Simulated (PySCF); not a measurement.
# Exact mass, isotope pattern and composition

Species: `Cl[Si](Cl)(Cl)Cl`.

Calculated for natural abundance.

(1) Molar mass and exact mass?

(2) Work out the cluster of the molecular ion M+•, one line a nominal mass.

(3) What resolving power m/Δm just matches the spacing of the species with one 30Si and with one 37Cl?

(4) Which m/z would the protonated and sodiated molecule have?

(5) Count the protons, neutrons and electrons of the monoisotopic species, and give its exact less its nominal mass.

(6) Double-bond equivalents and nitrogen rule?

Results:

(1) For SiCl4, with standard atomic weights, 4 × 35.450 + 1 × 28.085 = 169.885 g/mol. From the most abundant isotopes (35Cl, 28Si), 4 × 34.968853 + 1 × 27.976927 = 167.8523 u.

(2) 
```json
{"nominal mass": "168", "m/z (centroid)": "167.8518", "relative intensity": "76.2"}
{"nominal mass": "169", "m/z (centroid)": "168.8514", "relative intensity": "3.9"}
{"nominal mass": "170", "m/z (centroid)": "169.8488", "relative intensity": "100.0"}
{"nominal mass": "171", "m/z (centroid)": "170.8484", "relative intensity": "4.9"}
{"nominal mass": "172", "m/z (centroid)": "171.8459", "relative intensity": "50.0"}
{"nominal mass": "173", "m/z (centroid)": "172.8455", "relative intensity": "2.4"}
{"nominal mass": "174", "m/z (centroid)": "173.8429", "relative intensity": "11.5"}
{"nominal mass": "175", "m/z (centroid)": "174.8425", "relative intensity": "0.5"}
{"nominal mass": "176", "m/z (centroid)": "175.8399", "relative intensity": "1.1"}
```

Cut off at 0.1 %. One electron mass, 0.00055 u, is taken off.

(3) They lie 0.00021 u apart at mass 169.85, so m/Δm is about 820000.

(4) [M+H]+ 168.8596, [M+Na]+ 190.8416, for the monoisotopic species (arithmetic only; whether such ions form is another matter).

(5) 82 protons, 86 neutrons and 82 electrons; 167.8523 − 168 = -0.1477 u.

(6) (2 × 1 + 2 + 0 − 4)/2 = 0; the structure has 0 rings and 0 π bonds. The nominal mass 168 is even, with 0 nitrogens, as the rule says.
